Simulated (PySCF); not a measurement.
Single point on CuBr

State: ³Σ⁺ (triplet), unpaired electrons σ ↑↑, a second solution, started from another occupation.

An equivalent input (the run itself took its basis sets from the Basis Set Exchange, started from a PBE0 density and held the occupation σ 9α 7β, πx 5α 5β, πy 5α 5β, δx 2α 2β, δy 2α 2β):

```python
from pyscf import gto, dft
mol = gto.M(atom='Cu 0 0 0; Br 0 0 2.185', basis={'Cu': 'cc-pVTZ-PP', 'Br': 'cc-pVTZ-PP'}, ecp={'Cu': 'cc-pVTZ-PP', 'Br': 'cc-pVTZ-PP'},
            charge=0, spin=2, verbose=4, symmetry='C2v')
mf = dft.UKS(mol, xc='PBE0')
mf.grids.atom_grid = (80, 434)
mf.grids.prune = dft.gen_grid.treutler_prune
mf.irrep_nelec = {'A1': (11, 9), 'A2': (2, 2), 'B1': (5, 5), 'B2': (5, 5)}
mf.conv_tol = 1e-9
mf.max_cycle = 60
mf.diis_space = 10
mf.kernel()
```

The log (some set-up lines and the per-cycle HOMO/LUMO lines removed):

```
******** <class 'pyscf.dft.uks_symm.SymAdaptedUKS'> ********
method = SymAdaptedUKS
damping factor = 0
level_shift factor = 0
DIIS = <class 'pyscf.scf.diis.CDIIS'>
diis_start_cycle = 1
diis_space = 10
diis_damp = 0
SCF conv_tol = 1e-09
SCF conv_tol_grad = None
SCF max_cycles = 60
number electrons alpha = 23  beta = 21
Set gradient conv threshold to 3.16228e-05
init E= -614.074786639999
cycle= 1 E= -614.061841147621  delta_E= 0.0129  |g|= 0.0122  |ddm|= 0.106
cycle= 2 E= -614.061866840725  delta_E= -2.57e-05  |g|= 0.0124  |ddm|= 0.049
cycle= 3 E= -614.061920961134  delta_E= -5.41e-05  |g|= 0.00536  |ddm|= 0.0182
cycle= 4 E= -614.061925892509  delta_E= -4.93e-06  |g|= 0.00109  |ddm|= 0.00286
cycle= 5 E= -614.061926150603  delta_E= -2.58e-07  |g|= 0.000229  |ddm|= 0.00103
cycle= 6 E= -614.061926181918  delta_E= -3.13e-08  |g|= 0.000133  |ddm|= 0.000679
cycle= 7 E= -614.061926191584  delta_E= -9.67e-09  |g|= 2.76e-05  |ddm|= 0.000231
cycle= 8 E= -614.06192619272  delta_E= -1.14e-09  |g|= 3.04e-05  |ddm|= 0.000123
cycle= 9 E= -614.061926192993  delta_E= -2.73e-10  |g|= 8.21e-06  |ddm|= 3.04e-05
Extra cycle  E= -614.061926192983  delta_E= 1.02e-11  |g|= 1.57e-05  |ddm|= 1.12e-05
converged SCF energy = -614.061926192983  <S^2> = 2.0038635  2S+1 = 3.0025746
```

Repeating this along the bond gives Re = 2.279 Å and ωe = 282 cm⁻¹.

A point of this curve took 4.3 CPU seconds beside 2.6 for the integrals, on Arm Neoverse V1 (shared host).

Spin–orbit coupling is left out.
